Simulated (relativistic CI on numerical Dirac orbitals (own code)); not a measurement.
Hyperfine structure of Er LX, mass number 167

Calculated at this level of theory: Dirac-Coulomb-Breit CI, orbitals from a KLI potential per configuration, model QED (radiative potential, 1s self-energy scaled to tabulated hydrogen-like ionisation energies), unscaled Slater integrals (own radial code, finite nucleus).

CI space (outside the closed core 1s2): 2s2 2p5, 2s 2p6, 2p6 3s, 2p6 3p, 2s2 2p4 3s, 2p6 3d, 2s2 2p4 3p, 2s2 2p4 3d, 2s 2p5 3s, 2s 2p5 3p, 2s 2p5 3d, 2s2 2p4 4s, 2s2 2p4 4p, 2s2 2p4 4d, 2s2 2p4 4f, 2s2 2p3 3s2. Levels of other configurations are missing.

Nuclear spin I = 7/2, μ = -0.5623 μN, Q = 3.57 b (tables of Stone and Pyykkö). The electronic factors are computed for point nuclear moments, without core polarisation or the Bohr-Weisskopf and QED corrections.

| Level | E (10³ cm⁻¹) | A (GHz) | B (GHz) |
| --- | --- | --- | --- |
| 2s2 2p5 2P°_3/2 | 0.0 | -99.96 | -4300 |
| 2s2 2p5 2P°_1/2 | 7612.1 | -804.1 |  |
| 2s 2p6 2S_1/2 | 11016.6 | -2527 |  |
| 2s2 2p4 3s 4P_5/2 | 57163.7 | -219.8 | 324 |
| 2s2 2p4 3s 2P_3/2 | 57243.9 | 20.52 | 125 |
| 2s2 2p4 3s 2S_1/2 | 57626.6 | -700.3 |  |
| 2s2 2p4 3p 2P°_1/2 | 58567.9 | -227.4 |  |
| 2s2 2p4 3p 2D°_5/2 | 60250.6 | -73.11 | -63.8 |

Levels with J = 0, under 50 % of one LS term, or S terms without an open s electron are left out. Small factors come from cancelling terms and can be off by tens of per cent or more.

At this charge energies of transitions that change n are usually good to better than 1 %, and those within a shell (Δn = 0) to a few per cent.

Give the hyperfine levels of 2s2 2p5 2P°_1/2 relative to its centre of gravity.

With K = F(F + 1) − I(I + 1) − J(J + 1), E = AK/2: F = 3: 1809, F = 4: -1407 GHz.

LS names give the leading component of a level, which can be under half, so a name can repeat, a term be missing and a line seem to break the LS rules.
